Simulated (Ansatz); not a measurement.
`BN([SiH3])CC` + `C=C=N` → `BN=C=C` + `CCN[SiH3]` at 298.15 K and 1 bar (ligand exchange at a B–N bond).

Calculated with Ansatz (gas phase, PBE0-D4/def2-TZVP geometries, no zero-point term in ΔE). CBS: MP2 limit from def2 TZ/QZ plus the TZ coupled-cluster correction, frozen cores. This one scheme is used for every species. Each species was taken in one conformer, which may not be the lowest.

| species | CCSD(T)/CBS energy (Eh) | H − E (kJ/mol) | S (J/(mol·K)) |
| --- | --- | --- | --- |
| `BN([SiH3])CC` | -450.74134 | 337.8 | 354.1 |
| `C=C=N` | -132.55079 | 127.2 | 249.7 |
| `BN=C=C` | -157.96924 | 162.2 | 277.7 |
| `CCN[SiH3]` | -425.31370 | 302.3 | 332.2 |

H − E and S are ideal-gas, rigid-rotor, harmonic terms from PBE0-D4/def2-TZVP, for one conformer and one mirror image of each species. 1 Eh = 2625.50 kJ/mol, R = 8.31446 J/(mol·K).

**Question.** By hand: ΔE, ΔH, ΔS and ΔG.

**Answer.** ΔE = (-157.96924) + (-425.31370) − (-450.74134) − (-132.55079) = 0.00919 Eh = 24.1 kJ/mol. Δ(H − E) = 162.2 + 302.3 − 337.8 − 127.2 = -0.5, so ΔH = 23.6 kJ/mol. ΔS = 277.7 + 332.2 − 354.1 − 249.7 = 6.1 J/(mol·K). ΔG = 23.6 − 298.15 × (6.1)/1000 = 21.8 kJ/mol.

**Question.** By hand: the equilibrium constant, and the temperature at which ΔG would vanish if ΔH and ΔS stayed fixed.

**Answer.** log₁₀ K = −ΔG/(RT ln 10) = -3.8. ΔG = 0 at ΔH/ΔS = 3869 K, far beyond where these terms or the molecules hold.

The number of gas molecules stays the same, so ΔS is small and ΔH decides. A doubt of 5 kJ/mol in ΔE shifts log₁₀ K by 0.9 here. Other conformers and mirror images would add mixing entropy, several J/(mol·K) or more a flexible species. Modes under 60 cm⁻¹, often nearly free rotors, make the harmonic entropy too high. These are equilibria of isolated gas molecules and say nothing of rates. Largest T1 diagnostic: 0.017 (customary marks: 0.02 for closed shells, 0.045 for open ones).
